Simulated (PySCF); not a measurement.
H4OS2Si, SMILES O[SiH](S)S. Atoms are numbered in the order given.

```xyz
8

Si    -0.5963    -0.0117     0.0527
O     -0.9191     0.1014     1.6966
S      0.5116     1.6214    -0.8175
S      0.7149    -1.6933    -0.1269
H     -1.8906    -0.1127    -0.7078
H     -1.6021     0.7540     1.9347
H     -0.5980     2.1726    -1.3858
H      0.1683    -2.3107     0.9597
```

Geometry optimised at PBE-D3(BJ)/def2-SVP. Other conformers were not sampled.

Computed with PBE0/pcSseg-1 in PySCF.

GIAO shieldings, no solvent; atoms listed in one row are averaged. δ = σ(ref) − σ: ²⁹Si against TMS (σ = 352.7 ppm); ¹⁷O against H2O (σ = 334.2 ppm); ³³S against H2S (σ = 716.7 ppm); ¹H against TMS (σ = 31.56 ppm), references at their B3LYP-D3(BJ)/def2-TZVP geometries, non-relativistic.

| nucleus | atoms | count | δ (ppm) |
|---|---|---|---|
| ²⁹Si | Si1 | 1 | 17.9 |
| ¹⁷O | O2 | 1 | 83.2 |
| ³³S | S3 | 1 | 80.4 |
| ³³S | S4 | 1 | 29.9 |
| ¹H | H5 | 1 | 6.49 |
| ¹H | H6 | 1 | 2.17 |
| ¹H | H8 | 1 | 1.84 |
| ¹H | H7 | 1 | 1.69 |
